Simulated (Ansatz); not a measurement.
Molecule: sum formula SiOF3, net charge -1, singlet state. It need not be the lowest isomer of its formula. Whether it binds its extra electron was not tested at this geometry. 
Geometry from a B3LYP-D3(BJ)/def2-TZVP (Ansatz, a quantum-chemistry and plane-wave program) optimisation:
```xyz
5

O      1.4290     0.3368    -0.8531
Si     0.1379     0.0325    -0.0823
F      0.1910    -1.1482     1.0372
F     -0.5165     1.2381     0.7942
F     -1.1593    -0.4399    -0.9451
```
Charge -1, spin multiplicity 1.

Basis-set convergence of Hartree-Fock and MP2 correlation energies (hartree) with Ansatz. Valence correlation only, unless marked. Spin-orbit coupling is left out. No relativistic terms.

| basis | functions | E(HF) | E(corr, MP2) |
|---|---|---|---|
| aug-cc-pV(D+d)Z | 124 | -662.46410 | -0.92172 |
| aug-cc-pV(T+d)Z | 239 | -662.59275 | -1.14801 |
| aug-cc-pV(Q+d)Z | 409 | -662.62486 | -1.23474 |

Extrapolating the two largest sets (X = 3 and 4) as X^-3: E(corr) = (64·(-1.23474) - 27·(-1.14801))/37 = -1.2980 Eh, an estimate of the basis-set limit. The largest set recovers 95.1 % of it, the smallest 71.0 %.
